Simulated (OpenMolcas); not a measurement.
## Bi I: effect of the level shift or regulariser

```
Program             : OpenMolcas
Basis               : ANO-RCC [11s10p9d6f4g]
Scalar Hamiltonian  : DKH2, point nucleus
Active space        : 5 electrons in 8 orbitals (6s 6p 7s 7p)
State averaging     : 2S+1 = 4 odd, 1 root; 2S+1 = 2 odd, 8 roots
Spin-orbit coupling : state interaction with AMFI integrals over the reference wave functions, term energies averaged over their components
```

Methods on the same reference wave functions:
A. CASSCF
B. SS-CASPT2, IPEA 0.25 Eh, imaginary shift 0.1 Eh (closed shells correlated: 5d)
C. SS-CASPT2, IPEA 0.25 Eh, real shift 0.2 Eh (closed shells correlated: 5d)

Energies in cm-1 above 6s2 6p3 4S* 3/2, the measured ground level; measured values from NIST Handbook of Basic Atomic Spectroscopic Data.

```
                 Level      A      B      C  Measured
6s2 6p3 4S* 3/2 [69 %]    0.0    0.0    0.0       0.0
6s2 6p3 2D* 3/2 [66 %]  11719  10100  10150     11419
       6s2 6p3 2D* 5/2  16589  14120  14190     15438
       6s2 6p3 2P* 1/2  21780  21190  21220     21661
6s2 6p3 2P* 3/2 [65 %]  30645  29630  29670     33165
```

Deviations, from unrounded energies. A percentage is the sum of absolute deviations over the sum of measured energies, with the sign that they share, or ± where signs differ.

```csv
Against measurement,Levels,A,B,C
mean absolute deviation (cm-1),4,1000,1700,1600
other terms of the ground configuration (%),4,±5.0,-8.1,-7.9
```

A lies closest to measurement on these levels and B furthest from it. The largest miss of A in the table is 6s2 6p3 2P* 3/2 [65 %], by -2500 cm-1. The ranking rests on the paired levels alone, and a cruder setting can come out closer through cancelling errors.

Between B and C the level of the table that moves most is 6s2 6p3 2D* 5/2, by 71 cm-1 (lowest in B, highest in C). Moves below CASPT2's spread within the term are not significant.

The mean deviations of B to C differ by less than CASPT2's widest spread within a term (160 cm-1), so their order carries little weight.

From A to B the spin-free energies of the other terms of 6s2 6p3 shown, above 4S*, scale by factors of 0.77 to 0.94.

The lowest spin-free term lies below A's lowest term by 0.507 hartree in B, 0.506 hartree in C.

Term energies are means over components that CASPT2 splits; among the terms shown or strongly mixed into the levels shown the widest spread is 160 cm-1 (6s2 6p3 2D*, C). Active for correlation alone: 7p 7s; no level in the range computed is led by a configuration that fills them, so any true level of that kind is missing. Spin-orbit splittings of 6p shells tend to come out small when the coupling is added on scalar orbitals. Measured partners are found by configuration, term and J. A level has none where our copy of the source lacks it or the pairing is in doubt (some pairs that miss far off the trend of their configuration count as doubtful), and it then counts in no deviation. Levels of configurations outside the active space are missing.

A share in square brackets marks a mixed level and gives the weight of the term that names it, the lowest over the columns. * marks odd parity.
